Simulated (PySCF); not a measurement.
**Basis and Hamiltonian dependence of the excitation energy of Ru**

Ru [Kr] 4d7 5s1 (5F) → Ru [Kr] 4d6 5s2 (5D). All values are computed (PySCF 2.14, energy differences of UHF-based or UKS calculations, no spin-orbit coupling). Values in eV.

| basis | Hamiltonian | functions | UHF | r2SCAN | PBE0 | MP2 (valence) | CCSD(T) (valence) | CCSD(T) (valence and next inner shell) |
| --- | --- | --- | --- | --- | --- | --- | --- | --- |
| aug-cc-pVDZ-PP with ECP28MDF | ECP | 54 | 0.669 | 1.084 | 1.159 | 0.830 | 0.680 | n/a |
| def2-TZVPPD with the def2 core potential (28 electrons) | ECP | 56 | 0.682 | 1.055 | 1.131 | 0.911 | 0.744 | 0.593 |
| aug-cc-pwCVDZ-PP with ECP28MDF | ECP | 70 | 0.660 | 1.067 | 1.144 | 0.867 | 0.707 | 0.507 |
| x2c-TZVPPall | spin-free X2C | 79 | 0.691 | 1.348 | 1.252 | 0.985 | 0.801 | 0.697 |
| x2c-TZVPPall with one added diffuse shell each of s, p, d, f type | spin-free X2C | 95 | 0.691 | 1.348 | 1.252 | 0.988 | 0.828 | 0.725 |
| aug-cc-pVTZ-PP with one added diffuse shell each of s, p, d, f, g type with ECP28MDF | ECP | 113 | 0.655 | 1.072 | 1.135 | 0.899 | n/a | n/a |
| x2c-QZVPPall | spin-free X2C | 118 | 0.683 | 1.318 | 1.238 | 0.978 | n/a | n/a |
| aug-cc-pwCVTZ-PP with ECP28MDF | ECP | 122 | 0.657 | 1.068 | 1.133 | 0.938 | n/a | n/a |

Frozen in the all-electron rows: valence: [Kr]; valence and next inner shell: [Ar] 3d10; with a core potential, the same shells as far as they lie outside it.

Reference for a calculation without spin-orbit coupling: 0.867 eV (measured, between term centres; NIST).
